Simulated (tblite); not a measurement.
Isomers of C4H15FSi3. Computed with GFN2-xTB (tblite): harmonic, unscaled wavenumbers at the GFN2-xTB geometry, gas phase. The method is semi-empirical: single wavenumbers can be off by several per cent or more. Modes of hydrogen on silicon can be 10 to 20 % off. One conformer each.

Electronic energies: GFN2-xTB at the same geometries; isomer energies are rough at this level and their order can be wrong.

```csv
SMILES,"electronic energy, lowest = 0 (kJ/mol)"
CC[Si@H](C[SiH3])[SiH2]CF,73.6
CC[Si@H](CF)C[SiH2][SiH3],78.0
C[C@H](F)CC[SiH]([SiH3])[SiH3],35.9
F[C@H]([SiH3])CCC([SiH3])[SiH3],0.0
```

Q: How do GFN2-xTB zero-point energies change the relative energies?

A: 
| SMILES | ZPE (kJ/mol) | of it from modes above 1550 cm⁻¹ | electronic (kJ/mol) | with ZPE, lowest = 0 (kJ/mol) | lowest mode (cm⁻¹) | rings |
| --- | --- | --- | --- | --- | --- | --- |
| F[C@H]([SiH3])CCC([SiH3])[SiH3] | 431.6 | 227.2 | 0.0 | 0.0 | 29 | 0 |
| C[C@H](F)CC[SiH]([SiH3])[SiH3] | 442.2 | 235.5 | 35.9 | 46.4 | 20i | 0 |
| CC[Si@H](C[SiH3])[SiH2]CF | 445.1 | 239.9 | 73.6 | 87.1 | 6 | 0 |
| CC[Si@H](CF)C[SiH2][SiH3] | 445.2 | 240.0 | 78.0 | 91.6 | 24 | 0 |

The zero-point energies span 13.6 kJ/mol, from `F[C@H]([SiH3])CCC([SiH3])[SiH3]` to `CC[Si@H](CF)C[SiH2][SiH3]`. Slightly imaginary modes are left out of the zero-point energy: `C[C@H](F)CC[SiH]([SiH3])[SiH3]` 19.5i cm⁻¹. The order is unchanged.
